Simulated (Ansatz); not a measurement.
Input for Ansatz (development build ahead of 0.2.0):

```yaml
crystal:
  periodic: [false, false, false]
  atoms:
    - { symbol: Fe, position_ang: [0.0, 0.0, 0.0] }
    - { symbol: Si, position_ang: [0.0, 2.9063, 0.0] }
    - { symbol: S, position_ang: [0.0, -2.8345, 0.0] }
basis:
  gaussian: { orbitals: pcseg-2 }
magnetization:
  spin_polarized: true
hamiltonian:
  xc: { name: wB97X }
```

The input is written out in the form of the current development build from the run's settings.

Results

| Property | Result |
| --- | --- |
| Converged | yes |
| Total energy | -1951.26823 hartree |
| Spin squared of the determinant | 3.767 |
| Stability test | minimum |

Caution: another spin multiplicity may lie lower; the unrestricted determinant is a mixture of spin states.
